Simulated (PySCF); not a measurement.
## `CO[SiH2]S[SiH2]SC`: 4 charge schemes on one density

Compound: C2H10OS2Si2.
Numbering: `[CH3:1][O:2][SiH2:3][S:4][SiH2:5][S:6][CH3:7]` (hydrogens: H8, H9, H10 on C1; H11, H12 on Si3; H13, H14 on Si5; H15, H16, H17 on C7)

Cartesian coordinates in Å at the GFN2-xTB level; atoms count from 1:
```
atom  x, y, z in Å
C1    -3.2018    1.4494    0.0769
O2    -2.9426    0.1592   -0.4016
Si3   -1.8034   -0.8996   -0.0023
S4     0.0897    0.1216    0.0624
Si5    1.4640   -1.5199    0.1721
S6     3.3864   -0.7915    0.7377
C7     3.4951    0.7806   -0.1806
H8    -3.6927    1.4002    1.0511
H9    -2.2759    2.0195    0.1713
H10   -3.8624    1.9421   -0.6368
H11   -1.9757   -1.4873    1.3207
H12   -1.8517   -1.8168   -1.1200
H13    1.5048   -2.1413   -1.1453
H14    1.0812   -2.4420    1.2223
H15    2.5722    1.3358   -0.0489
H16    3.6744    0.5743   -1.2308
H17    4.3314    1.3278    0.2408
```

Density: PBE0/pcSseg-1 (PySCF); schemes: Mulliken, IAO, Hirshfeld and ESP-fitted. Isolated species at its GFN2-xTB geometry (one conformer only).

Problem. Tabulate the Mulliken, IAO, Hirshfeld and ESP-fitted charges.

Solution. In e:

| atom | environment | Mulliken | IAO | Hirshfeld | ESP-fitted |
| --- | --- | --- | --- | --- | --- |
| C1 | methoxy carbon | -0.011 | -0.199 | -0.029 | -0.211 |
| O2 | silyl ether oxygen | -0.622 | -0.630 | -0.222 | -0.314 |
| Si3 | oxygen-bound silicon | +0.809 | +0.959 | +0.378 | +0.555 |
| S4 | sulfur bonded to 2 Si | -0.611 | -0.487 | -0.180 | -0.388 |
| Si5 | SiH2 silicon | +0.555 | +0.621 | +0.285 | +0.286 |
| S6 | sulfur bonded to C and Si | -0.294 | -0.161 | -0.091 | -0.219 |
| C7 | S-methyl carbon | -0.403 | -0.495 | -0.114 | -0.428 |
| H8 | methyl hydrogen | +0.106 | +0.138 | +0.046 | +0.121 |
| H9 | methyl hydrogen | +0.116 | +0.137 | +0.039 | +0.138 |
| H10 | methyl hydrogen | +0.122 | +0.158 | +0.053 | +0.125 |
| H11 | Si–H hydrogen | -0.091 | -0.157 | -0.080 | -0.088 |
| H12 | Si–H hydrogen | -0.092 | -0.136 | -0.074 | -0.095 |
| H13 | Si–H hydrogen | -0.036 | -0.130 | -0.079 | -0.027 |
| H14 | Si–H hydrogen | -0.051 | -0.111 | -0.069 | -0.014 |
| H15 | methyl hydrogen | +0.182 | +0.162 | +0.035 | +0.179 |
| H16 | methyl hydrogen | +0.157 | +0.160 | +0.047 | +0.172 |
| H17 | methyl hydrogen | +0.163 | +0.173 | +0.055 | +0.205 |

Mean size of the charges over all atoms: IAO 0.295 e, Mulliken 0.260 e, ESP-fitted 0.210 e, Hirshfeld 0.110 e. Each set sums to the total charge, 0, to within 0.001 e. The ESP scheme fits charges at the nuclei, held to the total charge, to the electrostatic potential on points at 1.4 to 2.0 times the van der Waals radii.

Lowest charge. The schemes don't all agree: Mulliken O2 (-0.622); IAO O2 (-0.630); Hirshfeld O2 (-0.222); ESP-fitted C7 (-0.428).

Highest charge. All schemes agree: Mulliken Si3 (+0.809); IAO Si3 (+0.959); Hirshfeld Si3 (+0.378); ESP-fitted Si3 (+0.555).

Problem. How closely do the schemes follow one another over all atoms?

Solution. Correlation coefficient and root-mean-square difference: IAO with Hirshfeld 0.98, 0.240 e; Mulliken with IAO 0.98, 0.086 e; Mulliken with Hirshfeld 0.96, 0.216 e; IAO with ESP-fitted 0.96, 0.158 e; Mulliken with ESP-fitted 0.95, 0.140 e; Hirshfeld with ESP-fitted 0.90, 0.136 e.

Problem. Sum the charges by element, for elements with more than one atom.

Solution. 
| element | atoms | Mulliken | IAO | Hirshfeld | ESP-fitted |
| --- | --- | --- | --- | --- | --- |
| C | 2 | -0.415 | -0.693 | -0.143 | -0.639 |
| Si | 2 | +1.364 | +1.579 | +0.663 | +0.841 |
| S | 2 | -0.905 | -0.648 | -0.271 | -0.606 |
| H | 10 | +0.578 | +0.392 | -0.027 | +0.718 |
